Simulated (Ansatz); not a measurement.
`O[Si](F)(Cl)Br` + NH₃ → `N[Si](O)(Cl)Br` + H–F at 700 K and 1 bar (ligand exchange at the Si–F bond).

Gas-phase electronic energies from Ansatz, PBE0-D4/def2-TZVP geometries. CCSD(T)/CBS adds triple-zeta CCSD(T) − MP2 to the extrapolated MP2 energy (def2 sets, frozen cores). This one scheme is used for every species. For Br outer-core shells are correlated without core-valence functions, which leaves a few kJ/mol of doubt a bond. Scalar relativity is left out up to krypton. One conformer a species, not always the lowest.

```tsv
species	CCSD(T)/CBS energy (Eh)	H − E (kJ/mol)	S (J/(mol·K))
`O[Si](F)(Cl)Br`	-3497.97222	117.2	444.5
NH₃	-56.50880	116.9	226.5
`N[Si](O)(Cl)Br`	-3454.05781	190.4	471.5
H–F	-100.39570	45.2	198.5
```

H − E and S are ideal-gas, rigid-rotor, harmonic terms from PBE0-D4/def2-TZVP, for one conformer and one mirror image of each species. 1 Eh = 2625.50 kJ/mol, R = 8.31446 J/(mol·K).

By hand: ΔE, ΔH, ΔS and ΔG.

ΔE = (-3454.05781) + (-100.39570) − (-3497.97222) − (-56.50880) = 0.02751 Eh = 72.2 kJ/mol. Δ(H − E) = 190.4 + 45.2 − 117.2 − 116.9 = 1.5, so ΔH = 73.7 kJ/mol. ΔS = 471.5 + 198.5 − 444.5 − 226.5 = -1.0 J/(mol·K). ΔG = 73.7 − 700 × (-1.0)/1000 = 74.4 kJ/mol.

By hand: the equilibrium constant, and the temperature at which ΔG would vanish if ΔH and ΔS stayed fixed.

log₁₀ K = −ΔG/(RT ln 10) = -5.6. ΔH and −TΔS have one sign here, so there is no such temperature.

The number of gas molecules stays the same, so ΔS is small and ΔH decides. A doubt of 5 kJ/mol in ΔE shifts log₁₀ K by 0.4 here. Other conformers and mirror images would add mixing entropy, several J/(mol·K) or more a flexible species. These are equilibria of isolated gas molecules and say nothing of rates. Largest T1 diagnostic: 0.009 (customary marks: 0.02 for closed shells, 0.045 for open ones).

ΔS is within the doubt of such terms, so its sign, and with it that verdict, could turn.
